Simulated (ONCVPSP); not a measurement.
**holmium: one change to an ONCV potential, before and after**

- Element: Ho (Z = 67)
- Generator: ONCVPSP 4.0.1
- Type: optimised norm-conserving Vanderbilt (ONCV)
- Functional: PBE
- Relativity: scalar-relativistic
- Frozen core: [Kr] 4d10 4f10
- Valence charge: 11
- Reference configuration: 5s2 5p6 5d1 6s2
- Partial waves: 5s+6s: rc 1.85 bohr, ncon 4, nbas 7, qcut 8 1/bohr, 2 projectors; 5p: rc 1.55 bohr, ncon 4, nbas 7, qcut 5.3 1/bohr, 1 projector; 5d: rc 2.10 bohr, ncon 5, nbas 10, qcut 5.2 1/bohr, 2 projectors, debl 0.6 Ha
- Local potential: polynomial inside 1.35 bohr (lpopt 5, dvloc0 0 Ha)
- Core correction: none

Change: p: qcut 4.

Cutoffs: the cutoffs (Ha) at which the residual kinetic energy of the hardest occupied pseudo-wave falls to 1 and 0.1 mHa per electron; they do not see the model core or the augmentation charge, which bear on the density cutoff. Errors are all-electron minus pseudo energies relative to the spin-unpolarised reference configuration.

**Question.** What does the change do?

**Answer.** The potential gets harder (46 Ha and 61 Ha → 52 Ha and 63 Ha); the errors of the 3 common tests hardly move; neither file shows a bound ghost.

| quantity | base | changed |
| --- | --- | --- |
| cutoff, loose | 46 Ha | 52 Ha |
| cutoff, tight | 61 Ha | 63 Ha |
| loose cutoff by channel | s 19 Ha, p 46 Ha, d 9.3 Ha | s 19 Ha, p 52 Ha, d 9.3 Ha |
| bound ghosts | none | none |
| GHOST(+) flags under 300 eV | s at 135.8 eV | s at 135.8 eV |
| tests counted as reliable (solved cleanly; for ONCVPSP, near-neutral configurations with less than one 5d electron left out) | 3 of 4 | 3 of 4 |
| error for 5s2 5p6 5d1 6s1, meV [ΔE 6.94 eV] | +1.6 | +1.6 |
| error for 5s2 5p6 5d1 6s0, meV [ΔE 19.54 eV] | +23 | +23 |
| error for 5s2 5p6 5d2 6s0, meV [ΔE 8.63 eV] | +10 | +9.7 |
| s: phases at 1.88 bohr within 0.05 rad from the reference energy up to (Ha; the scan ends near 5) | 4.9 | 4.9 |
| p: phases at 1.57 bohr within 0.05 rad from the reference energy up to (Ha; the scan ends near 5) | 1.5 | 1.4 |
| d: phases at 2.13 bohr within 0.05 rad from the reference energy up to (Ha; the scan ends near 5) | 3.1 | 3.1 |
